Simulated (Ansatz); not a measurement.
Process, species as SMILES: N[Si](N)(N)F → N[Si](N)F + [NH2] (NH2) (the N-Si bond at the site shown breaks; other sites are not compared here)
Geometries: B3LYP-D3(BJ)/def2-TZVP minima from Ansatz (a first-principles code), one conformer each, not searched for the lowest.

Quantity: bond dissociation energy (electronic energy difference), in kJ/mol. Correlated levels leave the core frozen unless marked. Open shells are spin-unrestricted. No spin-orbit coupling. No relativistic terms. CBS(X,Y): correlation extrapolated as X^-3; Hartree-Fock from the larger set. [CCSD(T)-MP2]/basis is that difference in the basis named.

| level | program | bond dissociation energy (kJ/mol) |
|---|---|---|
| HF/aug-cc-pV(Q+d)Z | Ansatz | 379.8 |
| PBE-D4/def2-TZVPD | Ansatz + dftd4 | 471.6 |
| r2SCAN-D4/def2-TZVPD | Ansatz + dftd4 | 467.1 |
| PBE0/6-31G* | Ansatz | 473.2 |
| PBE0-D3(BJ)/def2-TZVPD | Ansatz + dftd3 | 477.4 |
| PBE0-D4/def2-TZVPD | Ansatz + dftd4 | 478.7 |
| HSE06-D4/def2-TZVPD | Ansatz + dftd4 | 478.5 |

Question: Predict the RI-MP2/CBS(cc-pV(T+d)Z,cc-pV(Q+d)Z)+[CCSD(T)-MP2]/cc-pV(T+d)Z result (Ansatz).

Answer: 506.3 kJ/mol
